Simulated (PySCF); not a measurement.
Geometry (Å), atoms numbered from 1 in this order:
```xyz
19

C    -2.8870   -0.3429    1.2061
C    -2.3222   -0.4391    0.0009
C    -1.2064   -1.3630   -0.3347
S     0.2679   -0.4824   -0.9058
O     1.2575   -1.4849   -1.2836
O    -0.1779    0.5271   -1.8659
C     0.8601    0.3884    0.5680
C     1.9208    1.3553    0.1695
C     3.2070    1.2205    0.4919
H    -2.5637   -0.9690    2.0442
H    -3.7035    0.3584    1.3944
H    -2.6605    0.2018   -0.8201
H    -1.4273   -1.9959   -1.2105
H    -0.8976   -2.0128    0.4973
H     1.2276   -0.3841    1.2584
H    -0.0257    0.8884    0.9910
H     1.5890    2.1979   -0.4456
H     3.5640    0.3755    1.0885
H     3.9507    1.9524    0.1676
```

Geometry: PBE0-D3(BJ)/def2-SVP; GIAO absolute shieldings from PySCF 2.14.0 with density-fitted response routines, gas phase, non-relativistic, averaged over equivalent atoms.

At PBE0/pcSseg-1 (210 basis functions, 52 s wall time on 1 thread of an Arm Neoverse V1, shared host):
| atoms | σ (ppm) |
| --- | --- |
| C2/C8 | 48.5 |
| C1/C9 | 52.0 |
| C3/C7 | 122.5 |
| S4 | 188.9 |
| O5/O6 | 115.2 |
| H12/H17 | 25.01 |
| H11/H19 | 25.49 |
| H10/H18 | 25.63 |
| H13/H14/H15/H16 | 27.91 |

Estimate the result of repeating the calculation with wB97X-D/pcSseg-1.

Results:


```json
{"atoms": "C2/C8", "σ at wB97X-D/pcSseg-1": "48.2", "change": "-0.3"}
{"atoms": "C1/C9", "σ at wB97X-D/pcSseg-1": "51.2", "change": "-0.8"}
{"atoms": "C3/C7", "σ at wB97X-D/pcSseg-1": "123.0", "change": "+0.5"}
{"atoms": "S4", "σ at wB97X-D/pcSseg-1": "184.0", "change": "-4.9"}
{"atoms": "O5/O6", "σ at wB97X-D/pcSseg-1": "121.2", "change": "+6.0"}
{"atoms": "H12/H17", "σ at wB97X-D/pcSseg-1": "25.14", "change": "+0.13"}
{"atoms": "H11/H19", "σ at wB97X-D/pcSseg-1": "25.60", "change": "+0.11"}
{"atoms": "H10/H18", "σ at wB97X-D/pcSseg-1": "25.73", "change": "+0.10"}
{"atoms": "H13/H14/H15/H16", "σ at wB97X-D/pcSseg-1": "28.10", "change": "+0.19"}
```

The largest change is at O5/O6 (S=O oxygen). Cost: 210 basis functions, 49 s wall time on 1 thread of an Arm Neoverse V1, shared host. The order of the carbon signals is the same at both levels.
